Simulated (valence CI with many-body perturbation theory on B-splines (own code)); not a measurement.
Level structure of Ar5+

Calculated by valence CI with perturbative core correlation (CI+MBPT): three valence electrons over a frozen Dirac-Fock core [Ne], a basis of 11 s, 11 p, 10 d, 8 f, 5 g, 2 h functions for each j, with the one-electron correlation potential Σ1 (screened to all orders), the two-electron term Σ2, the three-electron term Σ3, Breit, model QED; selected single and double excitations, second order for the rest, scaled by the run's own slope (own B-spline code, finite nucleus).

Against 40 measured levels this calculation errs by 113 cm⁻¹ on average and by 297 at most. These come from a selection out of Saloman, J. Phys. Chem. Ref. Data 39, 033101 (2010). Levels without a partner in it may be off by more. 2 measured levels below the end of the list, from 525050 cm⁻¹ on, found no clear computed partner, and computed levels of the same name lie up to 11254 cm⁻¹ from them.

Levels 136 to 170 of 170, with energies above the lowest level, 3s²3p ²P°_1/2. "Leading %" is the weight of the configuration and term that name the level; weights of strongly mixed levels are sums over their largest components and can fall short. In the jj column 3d3/2^4 stands for four electrons in 3d with j = 3/2.

| No. | Configuration | Term | J | E (cm⁻¹) | Leading % | Leading jj | Second component |
| --- | --- | --- | --- | --- | --- | --- | --- |
| 136 | 3s²5g | ²G | 7/2 | 576350 | 95 | 3s^2 5g7/2 (95 %) |  |
| 137 | 3s²5g | ²G | 9/2 | 576360 | 95 | 3s^2 5g9/2 (95 %) |  |
| 138 | 3s3p4d | ²P° | 3/2 | 577320 | 94 | 3s 3p3/2 4d5/2 (47 %) |  |
| 139 | 3s3p4d | ²P° | 1/2 | 578090 | 94 | 3s 3p3/2 4d5/2 (80 %) |  |
| 140 | 3s3d² | ²S | 1/2 | 588650 | 49 | 3s^2 6s (38 %) | 38 % 3s²6s ²S |
| 141 | 3s²6s | ²S | 1/2 | 590680 | 56 | 3s^2 6s (56 %) | 28 % 3s3d² ²S |
| 142 | 3s3p4f | ⁴G | 5/2 | 594240 | 56 | 3s 3p1/2 4f5/2 (71 %) | 41 % 3s3p4f ⁴F |
| 143 | 3s3p4f | ⁴F | 7/2 | 594380 | 55 | 3s 3p1/2 4f7/2 (49 %) | 42 % 3s3p4f ⁴G |
| 144 | 3s3p4f | ⁴F | 3/2 | 594730 | 95 | 3s 3p1/2 4f5/2 (49 %) |  |
| 145 | 3s3p4f | ⁴F | 9/2 | 594800 | 65 | 3s 3p1/2 4f7/2 (54 %) | 32 % 3s3p4f ⁴G |
| 146 | 3s3p4f | ⁴F | 5/2 | 595230 | 54 | 3s 3p3/2 4f5/2 (51 %) | 42 % 3s3p4f ⁴G |
| 147 | 3s3p4f | ⁴G | 7/2 | 595730 | 56 | 3s 3p3/2 4f5/2 (53 %) | 39 % 3s3p4f ⁴F |
| 148 | 3s3d² | ²P | 1/2 | 595740 | 65 | 3s 3d3/2 3d5/2 (44 %) | 25 % 3p²3d ²P |
| 149 | 3s3d² | ²P | 3/2 | 595910 | 65 | 3s 3d3/2 3d5/2 (38 %) | 26 % 3p²3d ²P |
| 150 | 3s3p4f | ⁴G | 9/2 | 596270 | 66 | 3s 3p3/2 4f7/2 (57 %) | 31 % 3s3p4f ⁴F |
| 151 | 3s3p4f | ⁴G | 11/2 | 596570 | 98 | 3s 3p3/2 4f7/2 (98 %) |  |
| 152 | 3s3p4f | ⁴D | 7/2 | 600190 | 64 | 3s 3p1/2 4f7/2 (44 %) | 25 % 3s3p4f ²F |
| 153 | 3s3p4f | ²F | 5/2 | 600650 | 67 | 3s 3p1/2 4f7/2 (29 %) | 14 % 3s3p4f ⁴D |
| 154 | 3s²6p | ²P° | 1/2 | 600660 | 94 | 3s^2 6p1/2 (94 %) |  |
| 155 | 3s²6p | ²P° | 3/2 | 600820 | 94 | 3s^2 6p3/2 (94 %) |  |
| 156 | 3s3p4f | ⁴D | 5/2 | 601210 | 82 | 3s 3p3/2 4f7/2 (50 %) | 12 % 3s3p4f ²F |
| 157 | 3s3p4f | ²F | 7/2 | 601240 | 56 | 3s 3p3/2 4f7/2 (62 %) | 31 % 3s3p4f ⁴D |
| 158 | 3s3p4f | ⁴D | 3/2 | 601530 | 97 | 3s 3p3/2 4f5/2 (74 %) |  |
| 159 | 3s3p4f | ⁴D | 1/2 | 601770 | 98 | 3s 3p3/2 4f5/2 (98 %) |  |
| 160 | 3s3p4f | ²G | 7/2 | 606760 | 91 | 3s 3p1/2 4f7/2 (43 %) | 6 % 3s3d² ²G |
| 161 | 3s3p4f | ²G | 9/2 | 608030 | 92 | 3s 3p3/2 4f5/2 (54 %) | 6 % 3s3d² ²G |
| 162 | 3s3p4f | ²D | 5/2 | 609030 | 80 | 3s 3p3/2 4f7/2 (33 %) | 9 % 3p²4s ²D |
| 163 | 3s3p4f | ²D | 3/2 | 609730 | 73 | 3s 3p3/2 4f7/2 (58 %) | 15 % 3p²4s ²D |
| 164 | 3p²4s | ²D | 5/2 | 611820 | 61 | 3p1/2 3p3/2 4s (55 %) | 18 % 3s3d4s ²D |
| 165 | 3p²4s | ²D | 3/2 | 611960 | 56 | 3p1/2 3p3/2 4s (45 %) | 18 % 3s3p4f ²D |
| 166 | 3p²4s | ⁴P | 1/2 | 614520 | 96 | 3p1/2^2 4s (49 %) |  |
| 167 | 3p²4s | ⁴P | 3/2 | 615400 | 95 | 3p1/2 3p3/2 4s (87 %) |  |
| 168 | 3p²4s | ⁴P | 5/2 | 616920 | 88 | 3p3/2^2 4s (73 %) | 5 % 3s²6d ²D |
| 169 | 3s²6d | ²D | 3/2 | 616980 | 95 | 3s^2 6d3/2 (95 %) |  |
| 170 | 3s²6d | ²D | 5/2 | 617000 | 89 | 3s^2 6d5/2 (89 %) | 5 % 3p²4s ⁴P |

Names give the largest LS component (configuration and term), which can be under half, so a name can repeat, a term be missing and a line seem to break the LS rules; names also repeat where a configuration has a term twice.

Where two levels of one J and parity lie close, their mixing, g and order are uncertain.
